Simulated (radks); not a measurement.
Results of a calculation; reference values are marked as such.
Question: These are the eigenvalues of the occupied orbitals of an atom or ion with whole-number occupations (hartree). Code: a radial shooting solver on a logarithmic mesh with Libxc functionals. Model: scalar-relativistic Kohn-Sham, r2SCAN, spin-polarised, spherical densities, finite nucleus; meta-GGA in the generalised Kohn-Sham scheme; Fermi nuclear charge, rms radius of each element as measured or else 0.836 A^(1/3) + 0.57 fm.

1s up: -1022.386
1s down: -1022.382
2s up: -154.1274
2s down: -154.0994
2p up: -138.2845
2p down: -138.2617
3s up: -29.91272
3s down: -29.90462
3p up: -24.68826
3p down: -24.67634
3d up: -16.60033
3d down: -16.57714
4s up: -5.04329
4s down: -4.94743
4p up: -3.46035
4p down: -3.36384
4d up: -1.14561
4d down: -1.04887
5s up: -0.49641
5s down: -0.38667
5p up: -0.21131

Which element is it, and in what charge state? The configuration may be excited. Open shells, if any, are filled with parallel spins first.

Answer: Z = 49, indium, charge 0: In in [Kr] 4d8 5s2 5p3. The list shows which subshells hold electrons but not how many an open one holds; the 1s level, -1022.4 hartree, gives Z - s = 45.2 by -(Z - s)^2/2, which with screening and relativity narrows Z to a few neighbours, and the depths of the outer levels then fix element, charge and occupations together.
